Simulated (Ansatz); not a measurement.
A structure relaxed at PBE0-D4/def2-TZVP, charge 0, multiplicity 1:

| atom | x (Å) | y (Å) | z (Å) |
| --- | --- | --- | --- |
| C1 | -1.264 | -1.042 | 1.597 |
| O2 | -0.215 | -0.682 | 0.722 |
| Si3 | -0.183 | 0.661 | -0.198 |
| F4 | -0.004 | 1.965 | 0.719 |
| Si5 | 1.653 | 0.459 | -1.631 |
| H6 | -2.244 | -0.791 | 1.175 |
| H7 | -1.220 | -2.120 | 1.761 |
| H8 | -1.154 | -0.533 | 2.559 |
| H9 | -1.503 | 0.840 | -0.866 |
| H10 | 1.449 | -0.706 | -2.533 |
| H11 | 1.786 | 1.687 | -2.459 |
| H12 | 2.900 | 0.261 | -0.845 |

Q: Give its formula and SMILES.

A: CH7FOSi2, `CO[SiH](F)[SiH3]`.

Q: Summarise the bond lengths by kind.

A: 1 × C–O 1.413 Å; 3 × C–H 1.091 to 1.096 Å; 1 × O–Si 1.629 Å; 1 × F–Si 1.605 Å; 1 × Si–Si 2.338 Å; 4 × H–Si 1.486 to 1.490 Å.

Program: Ansatz 0.2.0.
